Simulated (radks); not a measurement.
Problem. Dipole-allowed excitations along the series with 3 electrons in [He] 2s1. Calculated with a radial shooting solver on a logarithmic mesh with Libxc functionals: non-relativistic Kohn-Sham, LB94 model potential, spin-polarised, spherical densities, point nucleus; open shells are filled with parallel spins first. Time-dependent linear response with the Hartree and adiabatic LDA kernel, continuum included through the Sternheimer equations. Lines are the poles of the dipole polarisability below minus the highest occupied eigenvalue, found on a grid refined at the orbital gaps; the lowest seven at most are given, and weak or close lines can be missed. The first line takes the name of the lowest orbital gap if no other gap lies below it; otherwise a line is named after a gap within 0.6 % of it, if that gap stands alone.

| species | -e(HOMO) (eV) | lowest orbital gap (eV) | first line (eV) | f | strongest line (eV) | its f | static alpha (bohr^3) |
|---|---|---|---|---|---|---|---|
| V20+ | 1553.0 | 2s-2p 36.368 | 39.316 (2s-2p) | 0.0522 | 877.77 (2s-3p) | 0.393 | 0.02555 |
| Cr21+ | 1701.8 | 2s-2p 38.089 | 41.167 (2s-2p) | 0.0499 | 961.17 (2s-3p) | 0.395 | 0.02225 |
| Mn22+ | 1857.4 | 2s-2p 39.809 | 43.028 (2s-2p) | 0.0478 | 1048.3 (2s-3p) | 0.396 | 0.01951 |
| Fe23+ | 2019.8 | 2s-2p 41.530 | 44.878 (2s-2p) | 0.0459 | 1139.3 (2s-3p) | 0.398 | 0.01719 |
| Ni25+ | 2365.1 | 2s-2p 44.971 | 48.593 (2s-2p) | 0.0424 | 1332.5 (2s-3p) | 0.401 | 0.01355 |

Estimate the first line of Co24+, its oscillator strength and the static polarisability.

Solution. 46.734 eV (2s-2p), f = 0.0441, alpha = 0.01523 bohr^3.
